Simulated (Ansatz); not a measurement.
Two isomers of C2H7OSi: A = `[CH2][SiH](C)O`•, B = `C[Si](C)O`•.

Computed with Ansatz on PBE0-D4/def2-TZVP structures; ΔE is electronic, products minus reactants. CCSD(T)/CBS adds triple-zeta CCSD(T) − MP2 to the extrapolated MP2 energy (def2 sets, frozen cores). Functionals use def2-TZVPP. B3LYP here is the variant with VWN-RPA as its local correlation; programs differ in this. Open shells (•) are unrestricted, without spin–orbit coupling. One conformer a species, not always the lowest.

A:

```xyz
11

C    -0.664   -0.215    1.570
Si   -0.551    0.096   -0.245
C     1.181    0.632   -0.680
O    -1.032   -1.236   -1.100
H     0.091    0.115    2.278
H    -1.517   -0.711    2.024
H    -1.525    1.142   -0.655
H     1.438    1.556   -0.155
H     1.918   -0.127   -0.403
H     1.270    0.817   -1.753
H    -0.609   -2.068   -0.882
```

B:

Z-matrix (Å, degrees):
```
C
Si 1 1.878
H 1 1.092 2 111.8
H 1 1.096 2 110.1 3 120.4
H 1 1.093 2 110.4 3 -120.0
C 2 1.868 1 111.3 3 -178.7
O 2 1.661 1 110.9 3 -62.1
H 6 1.092 2 110.8 1 -59.6
H 6 1.095 2 109.9 1 60.3
H 6 1.091 2 111.0 1 179.9
H 7 0.958 2 117.0 1 58.7
```

Q: Which isomer does CCSD(T)/CBS put lower? Give the gap. (Best estimate.)

A: The calculation gave: B, by 9.2 kcal/mol.

Q: Give E(B) − E(A) in kcal/mol with MP2/def2-TZVPP, BLYP-D4, PBE0-D4, CCSD(T)/def2-SVP, CCSD/def2-TZVPP, B3LYP, r2SCAN-D4. (Estimate.)

A: The calculation gave: MP2/def2-TZVPP -11.4, BLYP-D4 -11.1, PBE0-D4 -11.6, CCSD(T)/def2-SVP -9.9, CCSD/def2-TZVPP -7.8, B3LYP -9.5, r2SCAN-D4 -9.8. None reverses the order clearly.

Q: Does the order hold for the free energy at 298.15 K (harmonic terms from PBE0-D4)? (An estimate is asked.)

A: The calculation gave: Yes: G(B) − G(A) = -6.4 kcal/mol, for one conformer each.

Largest T1 diagnostic: 0.012.

Leaving LDA and LC-ωPBE aside and taking each functional with its dispersion term where it has one, the values, not all of them listed here, spread over 6.7 kcal/mol, from PBE-D4 to BHLYP-D4. LDA lies −3.3 kcal/mol from PBE without D4. From PBE to PBE0 (25 % exact exchange), in def2-TZVPP and without D4, E(B) − E(A) moves by +2.0 kcal/mol.
